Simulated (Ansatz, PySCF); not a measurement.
GaClBr2, SMILES [Cl][Ga]([Br])[Br]. Atoms are numbered in the order given.

```xyz
4

Ga     0.0000     0.0000     0.3594
Cl     0.0000     0.0000     2.5003
Br     0.0000     1.9825    -0.7639
Br     0.0000    -1.9825    -0.7639
```
Charge 0, spin multiplicity 1.

Geometry: B3LYP-D3(BJ)/def2-SVP.

Two levels are set side by side: PBE-D3(BJ)/def2-SVP (Ansatz, an electronic-structure program) and B3LYP-D3(BJ)/def2-SVP (Ansatz). Each level has its own optimised geometry; the coordinates shown are those of the second. Frequencies come from the Hessian of PySCF at each geometry. Differences are taken from unrounded values.

```json
[
 {"quantity": "mean bond length (Å)", "B3LYP-D3(BJ)": "2.233"},
 {"quantity": "bond Ga1–Cl2 (Å)", "B3LYP-D3(BJ)": "2.141"},
 {"quantity": "bond Ga1–Br3 (Å)", "B3LYP-D3(BJ)": "2.279"},
 {"quantity": "bond Ga1–Br4 (Å)", "B3LYP-D3(BJ)": "2.279"},
 {"quantity": "highest harmonic wavenumber (cm⁻¹)", "B3LYP-D3(BJ)": "439"},
 {"quantity": "mean harmonic wavenumber (cm⁻¹)", "B3LYP-D3(BJ)": "225"},
 {"quantity": "zero-point energy (kcal/mol)", "B3LYP-D3(BJ)": "1.93"}
]
```

Problem. What does PBE-D3(BJ) give, and how far is it from B3LYP-D3(BJ)? (The exact figures need the calculation; the answer reports its results.)

Solution. 
```
quantity                            PBE-D3(BJ)  PBE-D3(BJ) minus B3LYP-D3(BJ)
----------------------------------  ----------  -----------------------------
mean bond length (Å)                     2.235                          0.003
bond Ga1–Cl2 (Å)                         2.145                          0.004
bond Ga1–Br3 (Å)                         2.281                          0.002
bond Ga1–Br4 (Å)                         2.281                          0.002
highest harmonic wavenumber (cm⁻¹)         432                             -7
mean harmonic wavenumber (cm⁻¹)            221                             -4
zero-point energy (kcal/mol)              1.89                          -0.04
```

On these quantities the two levels nearly agree.
